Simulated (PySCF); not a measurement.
Compound: C₇H₈P (charge -1).
SMILES: `Cc1cc[p-]c1C=C`

Torsions of this conformer, `[CH2:1]=[CH:2][c:3]1[p-:4][cH:5][cH:6][c:7]1[CH3:8]`: C1–C2–C3–P4 -3°.

The closed-shell ground state was solved at several levels (PySCF, density fitting, gas phase, non-relativistic). Isolated species at its GFN2-xTB geometry (one conformer only). No diffuse functions stand in pcSseg-1, which bears on an anion's orbital energies.

```csv
level,basis functions,HOMO (eV),LUMO (eV),gap (eV)
PBE0/def2-SVPD,228,-0.58,3.76,4.34
CAM-B3LYP/def2-SVPD,228,-1.66,4.72,6.38
```

Task: Estimate the row for PBE0/pcSseg-1, a basis of 183 functions; the other rows only guide the guess.

Result: HOMO -0.49 eV, LUMO 3.92 eV, gap 4.41 eV.

Task: Over all these levels, which gives the widest orbital gap and which the narrowest?

Result: CAM-B3LYP/def2-SVPD (range-separated hybrid) has the widest, 6.38 eV, and PBE0/def2-SVPD (global hybrid, 25 % exact exchange) the narrowest, 4.34 eV. The two share the basis. From the narrowest to the widest the HOMO moves by -1.08 eV and the LUMO by +0.96 eV.
